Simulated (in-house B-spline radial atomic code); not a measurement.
Multiplet parameters of the 3p2 shell in the niobium ion Nb²⁷⁺ ([Ne] 3s2 3p2). Level of theory: non-relativistic Hartree-Fock, average of configuration, point nucleus; calculated with an all-electron radial atomic-structure program (B-spline basis).

Slater integrals: F^2 = 263357 cm⁻¹. Central-field spin-orbit parameter ζ(3p) = 114700 cm⁻¹ (bare central field on non-relativistic orbitals, without two-electron terms: too large for light atoms, too small for heavy ones).

With F₂ = F^2/25 = 10534 cm⁻¹:

Problem. Where do the terms lie in LS coupling, without spin-orbit interaction?

Solution. In cm⁻¹ above the Hund's-rule term:
| term | expression | energy |
| --- | --- | --- |
| 3P | 0 F₂ | 0 |
| 1D | 6 F₂ | 63206 |
| 1S | 15 F₂ | 158014 |

Problem. Is LS coupling a fair picture here?

Solution. Unscaled Hartree-Fock integrals overestimate measured term splittings, because correlation screens the repulsion; fits to spectra scale them down, most for low charges. Here ζ is 10.89 times F₂, so spin-orbit coupling rivals the gaps between some terms: low levels can stay fairly pure, while close terms of equal J mix strongly.
